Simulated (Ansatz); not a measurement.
Basis-set extrapolation for C7H16O (`CCCCC(O)CC`) (PBE0-D4/def2-TZVP geometry, frozen core, Ansatz 0.2.0). Multiplicity 1, RHF reference.

```
                      def2-TZVPP   def2-QZVPP
                 HF  -349.392711  -349.409207
    MP2 correlation    -1.474485    -1.570536
CCSD(T) correlation    -1.613955      not run
```

Energies in hartree. Use E(X) = E(∞) + A·exp(−7.88·√X) for Hartree–Fock and E(X) = E(∞) + B·X^(−2.97) for correlation, with X = 3 and 4, and add CCSD(T) minus MP2 of the smaller set to the MP2 limit.

Q: What is the CCSD(T) energy at the basis-set limit?

A: HF limit: -349.409207 + (-0.016496) × 0.13774 = -349.41148. MP2 limit: -1.570536 + (-0.096051) × 0.74074 = -1.64168. Higher-order term: -1.613955 − (-1.474485) = -0.13947. Total: -351.19263 hartree, 488.2 kJ/mol below CCSD(T)/def2-TZVPP.
